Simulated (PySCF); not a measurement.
Cl2GaH2N, SMILES [NH2][Ga]([Cl])[Cl].

Coordinates come from a PBE0-D3(BJ)/def2-SVP optimisation. The structure was generated by enumeration; whether it is a known compound was not checked. The values are those of a single conformer.

All values below come from PySCF with PBE/def2-TZVP.

Gas-phase values at a fixed geometry.

Computed frontier levels, gap, dipole moment and polarisability:
```json
{
 "highest_occupied_level": "-6.66 eV",
 "lowest_empty_level": "-2.02 eV",
 "orbital_gap": "4.64 eV",
 "dipole_moment": "2.70 D",
 "quadrupole, principal values (traceless, Buckingham form, about the centre of nuclear charge)": "-4.91, -0.64, 5.55 D·Å",
 "mean_static_polarisability": "58.7 bohr³ (8.69 Å³)",
 "polarisability_principal_values": "42.0, 64.0, 70.0 bohr³"
}
```
